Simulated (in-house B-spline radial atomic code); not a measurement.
A fraction x of an electron is removed from 2p in P⁵⁺, starting from [He] 2s2 2p6 and keeping the highest spin. Computed with an all-electron radial atomic-structure program (B-spline basis): non-relativistic SCAN, spin-polarised, spherical fractional occupations, point nucleus.

```json
{"x": "0", "E(x) - E(0) (eV)": "0.0000", "2p down level (eV)": "-202.158"}
{"x": "0.07", "E(x) - E(0) (eV)": "14.2501", "2p down level (eV)": "-204.989"}
{"x": "0.24", "E(x) - E(0) (eV)": "49.6850", "2p down level (eV)": "-211.902"}
{"x": "0.35", "E(x) - E(0) (eV)": "73.2416", "2p down level (eV)": "-216.404"}
{"x": "0.4", "E(x) - E(0) (eV)": "84.1131", "2p down level (eV)": "-218.457"}
{"x": "0.5", "E(x) - E(0) (eV)": "106.1647", "2p down level (eV)": "-222.577"}
{"x": "0.57", "E(x) - E(0) (eV)": "121.8464", "2p down level (eV)": "-225.472"}
{"x": "0.67", "E(x) - E(0) (eV)": "144.6009", "2p down level (eV)": "-229.620"}
{"x": "0.81", "E(x) - E(0) (eV)": "177.1557", "2p down level (eV)": "-235.454"}
{"x": "0.88", "E(x) - E(0) (eV)": "193.7399", "2p down level (eV)": "-238.381"}
{"x": "1", "E(x) - E(0) (eV)": "222.6475", "2p down level (eV)": "-243.415"}
```

The exact functional would give a straight line between the two integer points. Deviations E(x) - E(0) - x[E(1) - E(0)], in eV: -1.335 at x = 0.07, -3.75 at x = 0.24, -4.685 at x = 0.35, -4.946 at x = 0.4, -5.159 at x = 0.5, -5.063 at x = 0.57, -4.573 at x = 0.67, -3.189 at x = 0.81, -2.19 at x = 0.88.

The curve lies below the straight line by up to 5.159 eV (at x = 0.5): convex, the delocalisation error that favours fractional charges.

(1) How well does Slater's transition state (minus the level at half occupation) give the ionisation energy?

## Answers

(1) It gives 222.577 eV against 222.648 eV from the two total energies; NIST lists 220.43 eV, ground level to ground level.
